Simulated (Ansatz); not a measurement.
Gas-phase electronic energies from Ansatz, PBE0-D4/def2-TZVP geometries. CBS: MP2 limit from def2 TZ/QZ plus the TZ coupled-cluster correction, frozen cores. This one scheme is used for every species. Functionals use def2-TZVPP. B3LYP here is the variant with VWN-RPA as its local correlation; programs differ in this. HSE06 is defined as in plane-wave codes. def2 core potentials past Kr. For I outer-core shells are correlated without core-valence functions, which leaves a few kJ/mol of doubt a bond.

Consider the ligand exchange at a B–O bond: `BOB` + HI → `BI` + `BO`.

```json
{"level": "PBE-D4", "ΔE (kJ/mol)": "24.0", "difference from CCSD(T)/CBS": "-8.9"}
{"level": "BLYP-D4", "ΔE (kJ/mol)": "35.8", "difference from CCSD(T)/CBS": "2.9"}
{"level": "B3LYP-D4", "ΔE (kJ/mol)": "39.7", "difference from CCSD(T)/CBS": "6.8"}
{"level": "CAM-B3LYP-D4", "ΔE (kJ/mol)": "46.8", "difference from CCSD(T)/CBS": "13.9"}
{"level": "B2PLYP", "ΔE (kJ/mol)": "37.4", "difference from CCSD(T)/CBS": "4.5"}
{"level": "PBE0", "ΔE (kJ/mol)": "29.7", "difference from CCSD(T)/CBS": "-3.2"}
{"level": "r2SCANh", "ΔE (kJ/mol)": "32.5", "difference from CCSD(T)/CBS": "-0.4"}
{"level": "r2SCAN0", "ΔE (kJ/mol)": "34.3", "difference from CCSD(T)/CBS": "1.4"}
{"level": "HSE06", "ΔE (kJ/mol)": "29.4", "difference from CCSD(T)/CBS": "-3.5"}
{"level": "HF/def2-SVP", "ΔE (kJ/mol)": "58.3", "difference from CCSD(T)/CBS": "25.4"}
{"level": "MP2/def2-SVP", "ΔE (kJ/mol)": "43.5", "difference from CCSD(T)/CBS": "10.6"}
{"level": "MP2/def2-TZVPP", "ΔE (kJ/mol)": "29.8", "difference from CCSD(T)/CBS": "-3.1"}
{"level": "MP2/def2-QZVPP", "ΔE (kJ/mol)": "29.4", "difference from CCSD(T)/CBS": "-3.5"}
{"level": "SCS-MP2/def2-QZVPP", "ΔE (kJ/mol)": "35.5", "difference from CCSD(T)/CBS": "2.6"}
{"level": "CCSD/def2-QZVPP", "ΔE (kJ/mol)": "39.2", "difference from CCSD(T)/CBS": "6.3"}
{"level": "CCSD(T)/def2-QZVPP", "ΔE (kJ/mol)": "34.9", "difference from CCSD(T)/CBS": "2.0"}
{"level": "CCSD(T)/CBS", "ΔE (kJ/mol)": "32.9", "difference from CCSD(T)/CBS": "0"}
```

Largest T1 diagnostic among the species: 0.014.

In def2-TZVPP, CCSD(T) changes the Hartree–Fock value by −19.9 kJ/mol (the triples alone add −4.0 kJ/mol) and MP2 by −24.3 kJ/mol. From PBE to PBE0 (25 % exact exchange), in def2-TZVPP and without D4, ΔE moves by +5.6 kJ/mol.
